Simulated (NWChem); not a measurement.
System meant: CH8SSi2; SMILES C[SiH2]S[SiH3]

Here is an NWChem input.

```
start job
memory heap 200 mb stack 900 mb global 1100 mb
geometry units angstroms noautoz
  Si     0.505000     1.881785     0.286471
  S     -0.950286     0.526915    -0.525461
  Si    -0.247366    -1.328876     0.334561
  C      1.184493    -2.053851    -0.631132
  H      0.373322     1.998290     1.769376
  H      1.899377     1.443337    -0.028377
  H      0.245217     3.203754    -0.350028
  H      0.151166    -1.083585     1.755830
  H     -1.426348    -2.242278     0.302084
  H      1.497779    -3.011944    -0.186020
  H      0.891865    -2.234460    -1.676350
  H      2.049544    -1.373685    -0.627728
end
basis spherical
  Si library def2-svp
  S library def2-svp
  C library def2-svp
  H library def2-svp
end
dft
  xc xpbe96 cpbe96
  iterations 4
  mulliken
end
task dft energy
```

End of the output:

```
    Atom       Charge   Shell Charges
 -----------   ------   -------------------------------------------------------
    1 Si  14    13.72   2.00  1.93  0.71  0.37  5.81  1.31  1.30  0.29
    2 S   16    16.10   2.00  1.95  1.00  0.68  5.81  1.93  2.68  0.05
    3 Si  14    13.64   2.00  1.93  0.69  0.34  5.81  1.32  1.19  0.35
    4 C    6     6.26   1.96  0.59  0.34  1.90  1.43  0.04
    5 H    1     1.08   0.64  0.42  0.03
    6 H    1     1.09   0.64  0.42  0.03
    7 H    1     1.07   0.64  0.41  0.03
    8 H    1     1.09   0.64  0.42  0.03
    9 H    1     1.08   0.64  0.42  0.02
   10 H    1     0.95   0.62  0.26  0.07
   11 H    1     0.95   0.62  0.26  0.07
   12 H    1     0.96   0.62  0.27  0.07

 center of mass
 --------------
 x =  -0.09487293 y =   0.06220988 z =  -0.01152612

 moments of inertia (a.u.)
 ------------------
         980.739191330761           0.000000000000          -0.000000000000
           0.000000000000         337.375248396271          -0.000000000000
          -0.000000000000          -0.000000000000        1129.469553740713

     Multipole analysis of the density
     ---------------------------------

     L   x y z        total         alpha         beta         nuclear
     -   - - -        -----         -----         ----         -------
     0   0 0 0     -0.000000    -29.000000    -29.000000     58.000000

     1   1 0 0      0.543891      0.271946      0.271946      0.000000
     1   0 1 0     -0.338322     -0.169161     -0.169161     -0.000000
     1   0 0 1      0.025254      0.012627      0.012627     -0.000000

     2   2 0 0    -37.991237    -90.613120    -90.613120    143.235002
     2   1 1 0      0.311319      0.357482      0.357482     -0.403645
     2   1 0 1     -0.184883      2.173739      2.173739     -4.532361
     2   0 2 0    -34.461489   -273.793060   -273.793060    513.124631
     2   0 1 1      0.354958     -2.529627     -2.529627      5.414213
     2   0 0 2    -37.875714    -51.420998    -51.420998     64.966283

 ------------------------------------------------------------------------
 dft energy failed                                                                                  0
 ------------------------------------------------------------------------
 ------------------------------------------------------------------------
  current input line :
    28: task dft energy
 ------------------------------------------------------------------------
 ------------------------------------------------------------------------
 This type of error is most commonly associated with calculations not reaching convergence criteria
 ------------------------------------------------------------------------
 For more information see the NWChem manual at https://nwchemgit.github.io

0:dft energy failed:Received an Error in Communication
```

Q: Find the fault in this run and fix the input.

A: The run did not converge; its last values are not results. Cause: the SCF was allowed too few iterations. This input runs:
```
start job
memory heap 200 mb stack 900 mb global 1100 mb
geometry units angstroms noautoz
  Si     0.505000     1.881785     0.286471
  S     -0.950286     0.526915    -0.525461
  Si    -0.247366    -1.328876     0.334561
  C      1.184493    -2.053851    -0.631132
  H      0.373322     1.998290     1.769376
  H      1.899377     1.443337    -0.028377
  H      0.245217     3.203754    -0.350028
  H      0.151166    -1.083585     1.755830
  H     -1.426348    -2.242278     0.302084
  H      1.497779    -3.011944    -0.186020
  H      0.891865    -2.234460    -1.676350
  H      2.049544    -1.373685    -0.627728
end
basis spherical
  * library def2-svp
end
dft
  xc xpbe96 cpbe96
  iterations 150
  mulliken
end
task dft energy
```
It converges to -1019.25979 Ha (PBE/def2-SVP).
